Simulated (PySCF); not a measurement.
## Working with the constants of CuCl⁺

PBE0 constants of CuCl⁺, ²Π (doublet), unpaired electrons π ↑ (PySCF, scalar-relativistic core potentials, basis sets Cu cc-pVDZ-PP with ECP10, Cl cc-pV(D+d)Z; masses 62.9296 and 34.9689 u):

| Quantity | Value |
| --- | --- |
| ωe | 409.7 cm⁻¹ |
| ωexe | 3.28 cm⁻¹ |
| Be | 0.17852 cm⁻¹ |
| αe | 0.00141 cm⁻¹ |
| D (centrifugal) | 1.36e-07 cm⁻¹ |
| De to Cu⁺ (3d10) + Cl | 1.71 eV |

Question: Give the vibrational terms G(v) and spacings up to v = 6.

Answer: G(v) = ωe(v+½) − ωexe(v+½)².

```
v  G(v) (cm⁻¹)  G(v) − G(v−1)  Bv (cm⁻¹)
0        204.0                    0.1778
1        607.2          403.1     0.1764
2       1003.8          396.6     0.1750
3       1393.8          390.0     0.1736
4       1777.2          383.5     0.1722
5       2154.1          376.9     0.1708
6       2524.5          370.3     0.1694
```

Question: How well does the Morse estimate ωe²/(4ωexe) reproduce De, and what is D0?

Answer: It gives 1.59 eV, 93 % of the computed De. D0 = De − G(0) = 1.71 − 0.03 = 1.68 eV.

For an ion De counts to the pair picked by the measured ionisation energies or electron affinities, which need not be the lowest pair at this level. With d or f electrons several states lie close, and the lowest PBE0 determinant need not be the measured ground state.
